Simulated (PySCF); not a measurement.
B2GeH5, B2GeH6N, B2GeH4N (calculated)

Computed with PySCF 2.14.0. Calculation on a computer-drawn molecule: the log of a Hartree-Fock and frozen-core CCSD(T) single point meant for a local Hartree-Fock minimum, with one planted fault or none, to be diagnosed. Offsets are logged minus clean, where the clean run is the same molecule without the fault. The reference is restricted for singlets and unrestricted otherwise, and also for a bond in bohr or an excited solution. Adding or removing an electron swaps singlet and doublet. The excited solution moves the top pair (singlet) or top alpha electron (doublet) to the lowest empty orbital. Highest occupied and lowest empty are orbital energies over both spins, largest force is the largest gradient component, triples share is (T) over the correlation energy, the T1 limit is 0.02 restricted and 0.045 unrestricted, electrons count all cores, a negative frequency is imaginary (commonest isotopes), and the dipole is about the centre of nuclear charge; on germanium a core potential holds 10 electrons, which the energies leave out, and 3d is frozen in MP2 and coupled-cluster steps.

Common to all runs: meant charge 0; meant multiplicity 2; meant basis cc-pVDZ; meant basis and core potential on germanium cc-pVDZ-PP ECP10MDF; logged SCF converged yes; logged CC converged yes; logged SCF stable within its kind yes; possible faults no fault, one electron removed, one electron added, multiplicity raised by two, geometry at a saddle point, SCF held on an excited solution, minimal basis STO-3G, one bond length entered in bohr, all coordinates scaled.

(1) B2GeH5

Logged structure:
```xyz
8
B2GeH5
B      1.4556    -0.0546    -0.2972
Ge    -0.4573    -0.1730     0.3992
B     -2.0888     0.6576    -0.4989
H      2.3604    -0.5713     0.2924
H      1.6752     0.5420    -1.3124
H     -0.6875    -0.9488     1.7013
H     -3.1814     0.5411    -0.0235
H     -1.9496     1.2715    -1.5180
```

| Quantity | Value |
| --- | --- |
| logged electrons | 47 |
| logged basis functions | 76 |
| logged spin squared | 0.7595 |
| logged highest occupied | -8.1976 eV |
| logged lowest empty | -0.063145 eV |
| logged largest force | 1.607e-05 hartree/bohr |
| logged lowest frequency | 156.25 cm⁻¹ |
| logged T1 diagnostic | 0.016113 |
| logged D1 diagnostic | 0.073122 |
| logged triples share | 0.026404 |
| logged dipole magnitude | 0.089975 debye |
| logged energy HF | -345.58389 hartree |
| logged energy CCSD(T) | -345.88855 hartree |
| planted fault | no fault |
| HF energy offset from clean run | 0 kcal/mol |
| CCSD(T) energy offset from clean run | 0 kcal/mol |

Drawn bonds:
| atom | other atom | order |
| --- | --- | --- |
| 1 | 2 | 1 |
| 2 | 3 | 1 |
| 1 | 4 | 1 |
| 1 | 5 | 1 |
| 2 | 6 | 1 |
| 3 | 7 | 1 |
| 3 | 8 | 1 |

(2) B2GeH6N

Logged structure:
```xyz
10
B2GeH6N
B     -1.1192    -1.1044    -2.8168
Ge    -1.6345    -1.0253    -1.0114
B     -0.6606    -0.2029     0.4395
N     -1.1205    -0.2080     1.6477
H     -0.1538    -0.6412    -3.1360
H     -1.7656    -1.6083    -3.5752
H     -2.8810    -1.6338    -0.6432
H      0.3232     0.2905     0.2381
H     -1.9295    -0.5976     1.8941
H     -0.6642     0.1836     2.3593
```

| Property | Result |
| --- | --- |
| logged electrons | 55 |
| logged basis functions | 95 |
| logged spin squared | 0.7589 |
| logged highest occupied | -7.8023 eV |
| logged lowest empty | 0.60614 eV |
| logged largest force | 0.073568 hartree/bohr |
| logged T1 diagnostic | 0.014904 |
| logged D1 diagnostic | 0.055388 |
| logged triples share | 0.026388 |
| logged dipole magnitude | 3.2474 debye |
| logged energy HF | -400.63975 hartree |
| logged energy CCSD(T) | -401.11771 hartree |
| planted fault | all coordinates scaled, by -6.8 % |
| HF energy offset from clean run | 30.17 kcal/mol |
| CCSD(T) energy offset from clean run | 36.07 kcal/mol |

Drawn bonds:
| atom | other atom | order |
| --- | --- | --- |
| 1 | 2 | 1 |
| 2 | 3 | 1 |
| 3 | 4 | 1 |
| 1 | 5 | 1 |
| 1 | 6 | 1 |
| 2 | 7 | 1 |
| 3 | 8 | 1 |
| 4 | 9 | 1 |
| 4 | 10 | 1 |

(3) B2GeH4N

Logged structure:
```xyz
8
B2GeH4N
B     -1.5039     2.2193     1.3397
Ge    -0.7430     0.8048     0.1346
B      1.0399    -0.1175     0.4307
N      2.1207    -0.6714     0.6179
H     -0.8887     2.5593     2.3067
H     -2.5640     2.7077     1.0805
H     -1.4538     0.3108    -1.1197
H      2.9877    -1.1152     0.7685
```

| Item | Value |
| --- | --- |
| logged electrons | 53 |
| logged basis functions | 85 |
| logged spin squared | 3.773 |
| logged highest occupied | -6.1662 eV |
| logged lowest empty | -2.5796 eV |
| logged largest force | 0.073301 hartree/bohr |
| logged T1 diagnostic | 0.022777 |
| logged D1 diagnostic | 0.097597 |
| logged triples share | 0.03644 |
| logged dipole magnitude | 1.9495 debye |
| logged energy HF | -399.31876 hartree |
| logged energy CCSD(T) | -399.77382 hartree |
| planted fault | multiplicity raised by two |
| HF energy offset from clean run | 110.3 kcal/mol |
| CCSD(T) energy offset from clean run | 114 kcal/mol |

Drawn bonds:
| atom | other atom | order |
| --- | --- | --- |
| 1 | 2 | 1 |
| 2 | 3 | 1 |
| 3 | 4 | 2 |
| 1 | 5 | 1 |
| 1 | 6 | 1 |
| 2 | 7 | 1 |
| 4 | 8 | 1 |

(4) B2GeH4N

Structure as in entry 3.

| Quantity | Value |
| --- | --- |
| logged electrons | 54 |
| logged basis functions | 85 |
| logged spin squared | 0 |
| logged highest occupied | -1.1985 eV |
| logged lowest empty | 7.3195 eV |
| logged largest force | 0.031957 hartree/bohr |
| logged T1 diagnostic | 0.022786 |
| logged D1 diagnostic | 0.080038 |
| logged triples share | 0.039984 |
| logged dipole magnitude | 3.1239 debye |
| logged energy HF | -399.5122 hartree |
| logged energy CCSD(T) | -400.00953 hartree |
| planted fault | one electron added |
| HF energy offset from clean run | -11.11 kcal/mol |
| CCSD(T) energy offset from clean run | -33.86 kcal/mol |

Drawn bonds:
| atom | other atom | order |
| --- | --- | --- |
| 1 | 2 | 1 |
| 2 | 3 | 1 |
| 3 | 4 | 2 |
| 1 | 5 | 1 |
| 1 | 6 | 1 |
| 2 | 7 | 1 |
| 4 | 8 | 1 |

Notes: T1 above single-reference limit.

(5) B2GeH4N

Structure as in entry 3.

| Property | Result |
| --- | --- |
| logged electrons | 53 |
| logged basis functions | 85 |
| logged spin squared | 0.7646 |
| logged highest occupied | -8.2383 eV |
| logged lowest empty | 0.15313 eV |
| logged largest force | 4.171e-05 hartree/bohr |
| logged lowest frequency | 115.26 cm⁻¹ |
| logged T1 diagnostic | 0.020389 |
| logged D1 diagnostic | 0.076823 |
| logged triples share | 0.035298 |
| logged dipole magnitude | 0.13997 debye |
| logged energy HF | -399.49449 hartree |
| logged energy CCSD(T) | -399.95557 hartree |
| planted fault | withheld |

Drawn bonds:
| atom | other atom | order |
| --- | --- | --- |
| 1 | 2 | 1 |
| 2 | 3 | 1 |
| 3 | 4 | 2 |
| 1 | 5 | 1 |
| 1 | 6 | 1 |
| 2 | 7 | 1 |
| 4 | 8 | 1 |

**Q.** Give the missing planted fault for B2GeH4N (entry 5).
**A.** no fault

Further results for B2GeH4N (entry 5):

| Property | Result |
| --- | --- |
| HF energy offset from clean run | 0 kcal/mol |
| CCSD(T) energy offset from clean run | 0 kcal/mol |
